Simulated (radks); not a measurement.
Valence configurations of Nd III (all share [Xe]). Method: scalar-relativistic Kohn-Sham, PBEsol, spin-polarised, spherical densities, finite nucleus; open shells are filled with parallel spins first (spin-orbit coupling, left out, can overturn this in heavy ions); Fermi nuclear charge, rms radius 4.9123 fm; computed with a radial shooting solver on a logarithmic mesh with Libxc functionals. Energies are relative to 4f4; eigenvalues in eV for spin up.

valence              E (eV)  moment (Bohr magnetons)    e(4f)    e(5d)    e(6p)    e(6s)
4f4                   0.000                        4  -15.502        -        -        -
4f3 5d1               3.575                        4  -20.999  -15.502        -        -
4f3 6s1               4.832                        4  -23.581        -        -  -15.840
4f3 6p1               8.978                        4  -24.649        -  -12.261        -
4f2.5 5d0.5 6p1      12.912                        4  -27.820  -18.866  -12.516        -
4f2 5d1 6s1          13.537                        4  -30.103  -19.027        -  -16.655
4f2 5d1 6p1          18.012                        4  -31.156  -19.784  -12.748        -
4f1.5 5d1 6s1.5      21.963                        3  -35.088  -20.693        -  -17.397
4f0.5 5d1 6s1.5 6p1  49.130                        3  -46.707  -25.170  -14.680  -19.850
5d1 6s2 6p1          64.444                        2        -  -26.992  -15.125  -20.506

NIST lists [Xe] 4f4 as the ground configuration; this level of theory agrees among the configurations tried. The energies are those of spherical high-spin densities, not of single terms.
